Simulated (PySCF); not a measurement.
C5H12AlFO. Atoms are numbered in the order given.

```xyz
20

Al    -0.0038    -1.4507     0.0000
F     -1.6718    -1.5931     0.0000
C      1.1197    -3.0264     0.0000
H      0.9202    -3.6532    -0.8854
H      0.9202    -3.6532     0.8854
H      2.1881    -2.7606     0.0000
O      0.6515     0.1129     0.0000
C      0.1245     1.4361     0.0000
C      1.3196     2.3923     0.0000
C     -0.7287     1.6329    -1.2598
C     -0.7287     1.6329     1.2598
H      0.9908     3.4431     0.0000
H      1.9423     2.2183    -0.8907
H      1.9423     2.2183     0.8907
H     -0.1220     1.4473    -2.1601
H     -1.1284     2.6574    -1.3187
H     -1.5793     0.9327    -1.2584
H     -0.1220     1.4473     2.1601
H     -1.5793     0.9327     1.2584
H     -1.1284     2.6574     1.3187
```

Geometry optimised at B3LYP-D3(BJ)/def2-SVP. The values are those of a single conformer.

These are KT2/pcSseg-1 (PySCF) values and carry that method's errors.

GIAO shieldings, no solvent; atoms listed in one row are averaged. δ = σ(ref) − σ: ¹⁹F against CFCl3 (σ = 127.1 ppm); ¹³C against TMS (σ = 185.1 ppm); ¹H against TMS (σ = 31.47 ppm); ¹⁷O against H2O (σ = 330.4 ppm), references at their B3LYP-D3(BJ)/def2-TZVP geometries, non-relativistic.

Computed chemical shifts:
```csv
nucleus,atoms,count,δ (ppm)
¹⁹F,F2,1,-177.9
¹³C,C8,1,77.4
¹³C,"C10, C11",2,37.5
¹³C,C9,1,34.3
¹³C,C3,1,-16.4
¹H,"H15, H16, H17, H18, H19, H20",6,1.72
¹H,"H12, H13, H14",3,1.55
¹H,"H4, H5, H6",3,-0.02
¹⁷O,O7,1,145.9
```
